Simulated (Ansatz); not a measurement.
SiH4 (SMILES [SiH4]), charge 0, multiplicity 1, relaxed at each level with Ansatz (a quantum-chemistry and plane-wave program); harmonic frequencies from differences of analytic forces, average atomic masses, frozen cores.

Problem. Give the equilibrium geometry, the harmonic frequencies and the zero-point energy at MP2/cc-pV(T+d)Z.

Solution. 
(charge 0, multiplicity 1):
```
atom    x (Å)    y (Å)    z (Å)
----  -------  -------  -------
Si     0.0000   0.0000   0.0000
H     -0.1829  -1.1419  -0.9148
H     -0.7358   1.1679  -0.5185
H      1.4346   0.3266   0.0977
H     -0.5159  -0.3526   1.3356
```
Frequencies (cm⁻¹): 954, 954, 954, 1006, 1006, 2296, 2299, 2299, 2300. Zero-point energy 20.11 kcal/mol.

Problem. Give the equilibrium geometry, the harmonic frequencies and the zero-point energy at CCSD(T)/cc-pV(T+d)Z.

Solution. 
(charge 0, multiplicity 1):
```xyz
5

Si     0.000     0.000     0.000
H     -0.184    -1.146    -0.918
H     -0.738     1.172    -0.520
H      1.440     0.328     0.098
H     -0.518    -0.354     1.340
```
Frequencies (cm⁻¹): 934, 934, 934, 985, 985, 2250, 2255, 2255, 2255. Zero-point energy 19.71 kcal/mol.
